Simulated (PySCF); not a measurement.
Coordinates in bohr (charge 0 multiplicity 4):
```
Ta    0.2272   -0.0068   -0.6433
H    -1.4370    0.0429   -3.6113
Cl   -1.1591    0.0346    3.4409
```

These are results of PySCF, UPBE0, basis Ta def2-TZVP with ECP60, H def2-TZVP, Cl def2-TZVP (scalar-relativistic core potentials, no spin–orbit coupling, density fitting), not measurements.

This geometry of TaHCl is a stationary point at this level.

(1) What is the point group?

(2) Is it a minimum?

(3) List the harmonic modes with their infrared intensities.

(4) Give the atomic charges and bond orders.

## Answers

(1) Cs.

(2) Yes: all harmonic wavenumbers are real.

(3) 
```
symmetry  ω (cm⁻¹)  IR (km/mol)     type
      a'       351          3.6     bend
      a'       407         96.0     bend
      a'      1793          281  stretch
```

(4) 
```csv
atom,Mulliken,Löwdin,polar tensor,spin (Mulliken),Mayer order to Ta1
Ta1,0.49,0.13,0.82,3.12,–
H2,-0.15,-0.17,-0.30,-0.07,0.96
Cl3,-0.34,0.04,-0.52,-0.06,1.16
```

This need not be the most stable arrangement of these atoms. Other spin states or occupations of the open shell can lie lower. No spin–orbit coupling is included, which matters more the heavier the element.
